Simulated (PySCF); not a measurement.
Electron correlation in Ta (tantalum, neutral)

[Xe] 4f14 5d3 6s1 6p1, one real determinant (an excited configuration). Computed with PySCF 2.14 in def2-TZVPPD with the def2 core potential (60 electrons) (6s5p3d2f1g, 59 functions), with scalar relativity through the core potential. Frozen: nothing; 13 electrons correlated.

MP2 pair energies summed by pair of shells (mhartree):

```tsv
pair	energy	share (%)
5p-5p	-83.51	35.3
5p-5d	-72.08	30.4
5s-5p	-20.10	8.5
5d-5d	-13.81	5.8
5p-6s	-13.58	5.7
5d-6s	-9.95	4.2
5d-6p	-6.93	2.9
5s-5d	-6.09	2.6
5p-6p	-4.52	1.9
5s-5s	-3.81	1.6
6s-6p	-1.60	0.7
5s-6s	-0.55	0.2
5s-6p	-0.27	0.1
```

Total MP2 correlation energy: -236.79 mhartree.

Same-spin part -89.20 and opposite-spin part -147.59 mhartree; SCS-MP2 scales them by 1/3 and 6/5 to -206.84 mhartree.

The reference is one real determinant that mixes LS terms of this configuration.

The basis has no tight functions for the innermost shells, so their pair energies are far from complete.

This basis was not built for core-valence correlation, so the inner-shell part is incomplete.
